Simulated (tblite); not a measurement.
Compound: C₄H₁₁NOSi.
Geometry (GFN2-xTB, Å), atoms numbered from 1 in this order:
```xyz
18
C4H11NOSi angstrom
C      3.0187    0.3945    0.1481
O      1.8102   -0.2955    0.1562
Si     0.5409   -0.0683   -0.8275
C     -0.8305    1.1584   -0.3436
C     -1.9192    0.2516    0.2329
C     -1.8560   -1.0813   -0.5067
N     -0.4555   -1.4320   -0.5721
H      2.8857    1.4185    0.5062
H      3.7114   -0.1295    0.8075
H      3.4397    0.4316   -0.8596
H      1.0052    0.1898   -2.2016
H     -0.5516    1.9267    0.3747
H     -1.2129    1.6692   -1.2267
H     -2.9130    0.6955    0.1538
H     -1.7069    0.0645    1.2859
H     -2.4137   -1.8572    0.0263
H     -2.2934   -0.9738   -1.5104
H     -0.2679   -2.3563   -0.9200
```

All values are computed: GFN2-xTB (tblite) harmonic vibrations without scaling, gas phase. This tight-binding method is rough: wavenumbers can miss measured ones by several per cent, in bad cases by 10 to 20. Modes of hydrogen on silicon can be 10 to 20 % off. One conformer, not necessarily the lowest.

Harmonic wavenumbers (cm⁻¹): 68.1, 84.1, 95.8, 157.3, 226.5, 241.0, 273.7, 398.5, 471.8, 557.6, 628.3, 670.2, 739.0, 788.5, 805.7, 886.0, 900.7, 949.0, 1002.8, 1064.7, 1135.2, 1135.5, 1140.7, 1149.4, 1153.7, 1166.7, 1223.9, 1263.3, 1288.1, 1326.9, 1361.1, 1417.4, 1479.3, 1483.2, 1490.7, 1494.6, 1504.7, 2170.8, 2847.5, 2938.9, 2941.1, 2955.3, 2970.3, 2988.0, 2988.7, 2997.3, 3012.0, 3492.5.

A = 4806, B = 1421, C = 1243 MHz; mass 117.061 u (most abundant isotopes); point group C1, symmetry number 1.

What is the zero-point energy?

½Σν̃ = 32763 cm⁻¹ = 391.93 kJ/mol.

Give the ideal-gas entropy at 273.15 K and 1 bar in the rigid-rotor, harmonic-oscillator model (classical rotation).

Translation 166.43, rotation 116.18, vibration 92.04: S = 374.7 J/(mol K).

And Cp and H(273.15 K) − H(0)?

Cp = 131.30 J/(mol K), of which vibrations give 98.04 (their classical limit is 48 R = 399.1); H(273.15 K) − H(0) = 22.57 kJ/mol without the zero-point energy, 13.48 from vibrations.

Which modes carry the vibrational entropy at 273.15 K?

68.1 cm⁻¹: 16.88; 84.1 cm⁻¹: 15.15; 95.8 cm⁻¹: 14.09; 157.3 cm⁻¹: 10.11; 226.5 cm⁻¹: 7.32; 241.0 cm⁻¹: 6.87 J/(mol K); the other 42 give 21.62 together.

What must be added to the electronic energy to get the Gibbs energy at 273.15 K and 1 bar?

ZPE + [H(273.15 K) − H(0)] − T·S = 391.93 + 22.57 − 102.34 = 312.16 kJ/mol.

How do the functions run with temperature in this model?

| T (K) | S (J/(mol K)) | Cp (J/(mol K)) | H − H(0) (kJ/mol) | G − H(0) (kJ/mol) | ln q(vib) |
| --- | --- | --- | --- | --- | --- |
| 50 | 235.6 | 52.2 | 2.00 | -9.78 | 0.32 |
| 100 | 278.3 | 72.2 | 5.14 | -22.69 | 1.32 |
| 298.15 | 386.6 | 141.1 | 25.97 | -89.29 | 5.68 |
| 373.15 | 421.4 | 170.4 | 37.66 | -119.59 | 7.31 |
| 500 | 477.7 | 214.8 | 62.18 | -176.66 | 10.08 |
| 750 | 577.7 | 278.1 | 124.38 | -308.88 | 15.50 |
| 1000 | 663.8 | 319.7 | 199.45 | -464.33 | 20.66 |

q(vib) and H(0) count from the zero-point level.

Blend soft modes into free rotors: weight 1/[1 + (100 cm⁻¹/ν̃)⁴] for the oscillator and the rest for a rotor with moment μB/(μ + B), μ = h/(8π²ν), B = 10⁻⁴⁴ kg m². What vibrational entropy results?

85.88 J/(mol K) in place of 92.04, which changes −T·S at 273.15 K by +1.68 kJ/mol.

Hindered rotation and anharmonicity are outside this model. Other conformers, if any are populated, would add a mixing term that is left out. The structure is chiral; the term R ln 2 for an equal mix with its mirror image is left out.

On Arm Neoverse N1, one thread, shared host, this took 1.0 s. The figure is for the frequency step alone.
